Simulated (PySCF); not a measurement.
**Electron correlation in Hg²⁺ (mercury, charge +2)**

[Xe] 4f14 5d9 6p1, one real determinant (an excited configuration). All numbers are calculated (PySCF 2.14, scalar relativity by spin-free X2C-1e, in x2c-TZVPPall with one added diffuse shell each of s, p, d, f type (12s8p8d4f1g, 113 functions)). Frozen: [Xe] 4f14; 10 electrons correlated.

| level | correlation energy (mhartree) |
| --- | --- |
| CCSD | -265.29 |
| (T) | -7.95 |
| CCSD(T) | -273.24 |

Diagnostics: T1 = 0.0078, D1 = 0.0303, largest double amplitude 0.045.

The real determinant used has ⟨L²⟩ near 8 against 12 for a pure F term, so it mixes terms. Spin-orbit coupling, absent here, splits the open shell strongly.

Cost of the coupled-cluster step: roughly 60 core-seconds, for 10 correlated electrons.

The reference is one real determinant that mixes LS terms of this configuration.
